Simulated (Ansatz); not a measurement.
Ansatz (a quantum-chemistry and plane-wave program) input:
A basis named .json is the Basis Set Exchange file of that set.

Ansatz 0.2 input:
```yaml
crystal:
  periodic: [false, false, false]
  atoms:
    - {symbol: F, position_ang: [-1.32776254, -1.43068760, 0.56671385]}
    - {symbol: C, position_ang: [-1.27637960, -0.10972137, 0.38968216]}
    - {symbol: F, position_ang: [-2.40437371, 0.28945426, -0.19938813]}
    - {symbol: F, position_ang: [-1.17918079, 0.48423149, 1.58002091]}
    - {symbol: C, position_ang: [-0.07230042, 0.27710492, -0.51815730]}
    - {symbol: F, position_ang: [-0.23972818, -0.32721610, -1.70964642]}
    - {symbol: F, position_ang: [-0.09548239, 1.61197352, -0.69271593]}
    - {symbol: C, position_ang: [1.33415294, -0.11170581, 0.02436358]}
    - {symbol: F, position_ang: [2.25694302, 0.27560155, -0.85720729]}
    - {symbol: F, position_ang: [1.42640847, -1.43177798, 0.19179218]}
    - {symbol: F, position_ang: [1.57286083, 0.49130237, 1.18983854]}
basis:
  gaussian:
    orbitals: cc-pwCVTZ.json
magnetization: {spin_polarized: false}
correlation: {method: ccsd_t, electrons: outside_noble_gas}
```

Task: What final total energy does it print?

Result: -912.07304 Eh (CCSD(T)/cc-pwCVTZ). The basis has 473 functions.
